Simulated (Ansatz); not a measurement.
Computed with Ansatz on PBE0-D4/def2-TZVP structures; ΔE is electronic, products minus reactants. CBS: MP2 limit from def2 TZ/QZ plus the TZ coupled-cluster correction, frozen cores. This one scheme is used for every species. DFT in def2-TZVPP. B3LYP here is the variant with VWN-RPA as its local correlation; programs differ in this. For Br outer-core shells are correlated without core-valence functions, which leaves a few kJ/mol of doubt a bond. Scalar relativity is left out up to krypton. Each species was taken in one conformer, which may not be the lowest.

`OBCl` + `BCCBr` → `OBCBr` + `BCCl`  (redistribution)

```
             level  ΔE (kcal/mol)
              PBE0           28.2
             B3LYP           27.2
     HF/def2-TZVPP           28.4
SCS-MP2/def2-TZVPP           29.4
```

**Question.** What does CCSD(T)/CBS give? (Estimate.)

**Answer.** The calculation gave: +28.8 kcal/mol. The listed levels differ from it by -0.6, -1.6, -0.4, 0.6 kcal/mol.

Largest T1 diagnostic among the species: 0.012.

From PBE to PBE0 (25 % exact exchange), in def2-TZVPP and without D4, ΔE moves by +0.8 kcal/mol. In def2-TZVPP, CCSD(T) changes the Hartree–Fock value by +0.8 kcal/mol (the triples alone add +0.1 kcal/mol) and MP2 by +2.2 kcal/mol.
